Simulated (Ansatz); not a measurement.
F2Lu, doublet, geometry from GFN2-xTB (such geometries of metal compounds can be far from the true shape) (the multiplicity is a formal guess) (core potentials on Lu); Ansatz (an electronic-structure program) with HF/def2-SV(P).

Here is a job for Ansatz.
Ansatz 0.2 input:
```yaml
crystal:
  periodic: [false, false, false]
  atoms:
    - {symbol: Lu, position_ang: [0.23264326, 0.13933070, 0.05018340]}
    - {symbol: F, position_ang: [-1.27765003, 0.41758337, -1.21429597]}
    - {symbol: F, position_ang: [-0.55764682, -1.51674781, 0.81840471]}
basis:
  gaussian:
    orbitals: def2-SV_P_.json
hamiltonian:
  xc: hf
magnetization: {spin_polarized: true, initial_magnetization: 1}
output: {forces: true}
```
The basis file holds def2-SV(P) in the JSON format of the Basis Set Exchange.

Output, abridged:

```
Functional definition: HF
905 factors; integrals over basis functions are off by at most 3.7e-4 eV
mean field evaluation 1: about -38942.5097 eV, gradient 3.4e1 eV
mean field evaluation 2: about -38942.5242 eV, gradient 3.4e1 eV
mean field evaluation 4: about -38947.1980 eV, gradient 5.7e0 eV
mean field evaluation 8: about -38947.2959 eV, gradient 6.5e-1 eV
mean field evaluation 16: about -38947.3083 eV, gradient 5.5e-5 eV
mean field -38947.30833837 eV, -1431.2871820012 hartree, gradient 5.5e-5 eV, S^2 0.750714; 0 other end points of the search recorded, 0 dependent functions left out
the calculation of the forces begins
reference -38947.30833837 eV, -1431.2871820012 hartree; 31, 30 occupied and 69, 70 virtual orbitals, 905 factors
Total energy: -38947.30833837 eV, -1431.2871820012 hartree
Atom 0 at     0.232643     0.139331     0.050183 Å, force    -1.932580    -1.157428    -0.416876 eV/Å
Atom 1 at    -1.277650     0.417583    -1.214296 Å, force     1.058765     0.330275     0.469511 eV/Å
Atom 2 at    -0.557647    -1.516748     0.818405 Å, force     0.873815     0.827153    -0.052635 eV/Å
Dipole moment:     0.798003     0.477926     0.172137 e Å
```
